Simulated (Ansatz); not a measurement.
`C=[CH][SnH2][F]` + CH₃NH₂ → `C[NH][SnH2][F]` + `C=C` at 400 K and 1 bar (ligand exchange at the Sn–C bond).

Program: Ansatz. Geometries: PBE0-D4/def2-TZVP. ΔE: electronic, gas phase. CBS: MP2 limit from def2 TZ/QZ plus the TZ coupled-cluster correction, frozen cores. This one scheme is used for every species. Elements past krypton have def2 core potentials. For Sn outer-core shells are correlated without core-valence functions, which leaves a few kJ/mol of doubt a bond. Each species was taken in one conformer, which may not be the lowest.

| species | CCSD(T)/CBS energy (Eh) | H − E (kJ/mol) | S (J/(mol·K)) |
| --- | --- | --- | --- |
| `C=[CH][SnH2][F]` | -392.92056 | 180.4 | 369.6 |
| CH₃NH₂ | -95.75281 | 185.4 | 256.0 |
| `C[NH][SnH2][F]` | -410.19979 | 214.3 | 380.4 |
| `C=C` | -78.48111 | 149.4 | 232.7 |

H − E and S are ideal-gas, rigid-rotor, harmonic terms from PBE0-D4/def2-TZVP, for one conformer and one mirror image of each species. 1 Eh = 2625.50 kJ/mol, R = 8.31446 J/(mol·K).

Q: By hand: ΔE, ΔH, ΔS and ΔG.

A: ΔE = (-410.19979) + (-78.48111) − (-392.92056) − (-95.75281) = -0.00753 Eh = -19.8 kJ/mol. Δ(H − E) = 214.3 + 149.4 − 180.4 − 185.4 = -2.1, so ΔH = -21.9 kJ/mol. ΔS = 380.4 + 232.7 − 369.6 − 256.0 = -12.5 J/(mol·K). ΔG = -21.9 − 400 × (-12.5)/1000 = -16.9 kJ/mol.

Q: By hand: the equilibrium constant, and the temperature at which ΔG would vanish if ΔH and ΔS stayed fixed.

A: log₁₀ K = −ΔG/(RT ln 10) = 2.2. ΔG = 0 at ΔH/ΔS = 1752 K, though so small a ΔS makes that figure unsure.

The number of gas molecules stays the same, so ΔS is small and ΔH decides. A doubt of 5 kJ/mol in ΔE shifts log₁₀ K by 0.7 here. Other conformers and mirror images would add mixing entropy, several J/(mol·K) or more a flexible species. These are equilibria of isolated gas molecules and say nothing of rates. Largest T1 diagnostic: 0.013 (customary marks: 0.02 for closed shells, 0.045 for open ones).
